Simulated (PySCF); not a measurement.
Ge(H)3(SMe) (CH6GeS), SMILES C[S][GeH3].

The structure is a stationary point at TPSSh-D3(BJ)/def2-SVP.

Level of theory: TPSSh-D3(BJ)/def2-SVP (PySCF).

Frequencies are harmonic and unscaled.

| mode | ν (cm⁻¹) | IR (km/mol) | Raman (Å⁴/amu) | depolarisation | moving atoms (share of kinetic energy) |
|---|---|---|---|---|---|
| 1 | 100 | 0.6 | 0.5 | 0.75 | H 88 % |
| 2 | 138 | 0.1 | 0.0 | – | H 98 % |
| 3 | 160 | 0.4 | 2.3 | 0.42 | C 44 %, H 28 %, S 15 %, Ge 14 % |
| 4 | 402 | 26.1 | 9.2 | 0.22 | S 65 %, Ge 29 % |
| 5 | 564 | 20.8 | 8.9 | 0.71 | H 89 % |
| 6 | 565 | 20.3 | 12.4 | 0.75 | H 93 % |
| 7 | 702 | 7.6 | 10.5 | 0.26 | C 58 %, S 32 %, H 10 % |
| 8 | 834 | 219.0 | 17.1 | 0.60 | H 97 % |
| 9 | 866 | 39.3 | 27.8 | 0.75 | H 99 % |
| 10 | 894 | 53.2 | 23.2 | 0.74 | H 99 % |
| 11 | 962 | 3.0 | 4.3 | 0.75 | H 84 %, C 14 % |
| 12 | 978 | 5.6 | 7.8 | 0.64 | H 81 %, C 16 % |
| 13 | 1342 | 11.1 | 3.6 | 0.58 | H 87 %, C 13 % |
| 14 | 1469 | 7.9 | 18.2 | 0.75 | H 95 % |
| 15 | 1476 | 7.8 | 12.1 | 0.73 | H 95 % |
| 16 | 2138 | 141.7 | 103.2 | 0.75 | H 98 % |
| 17 | 2140 | 88.4 | 252.2 | 0.04 | H 99 % |
| 18 | 2182 | 105.9 | 164.2 | 0.37 | H 99 % |
| 19 | 3042 | 24.2 | 143.0 | 0.01 | H 98 % |
| 20 | 3144 | 8.3 | 55.8 | 0.75 | H 90 %, C 10 % |
| 21 | 3156 | 2.7 | 111.9 | 0.65 | H 90 %, C 10 % |
